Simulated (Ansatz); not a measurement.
Si(H)(F)2(NHSiH3) (F2H5NSi2), SMILES F[SiH](N[SiH3])F.

Geometry optimised at PBE0-D3(BJ)/def2-SVP. Other conformers were not sampled.

Two levels are set side by side: PBE/def2-TZVPD (Ansatz, a first-principles code) and PBE0/def2-TZVPD (Ansatz). Energy differences of separate SCF runs at the same geometry; the states with an electron removed or added have multiplicity 2 and 2. Differences are taken from unrounded values.

```csv
quantity,PBE0
vertical ionisation energy (eV),10.43
vertical singlet–triplet gap (eV),6.26
```

Task: What does PBE give, and how far is it from PBE0? (An estimate is asked for; the answer gives what the named calculation found.)

Result: 
```json
[
 {"quantity": "vertical ionisation energy (eV)", "PBE": "10.15", "PBE minus PBE0": "-0.29"},
 {"quantity": "vertical singlet–triplet gap (eV)", "PBE": "5.87", "PBE minus PBE0": "-0.38"}
]
```
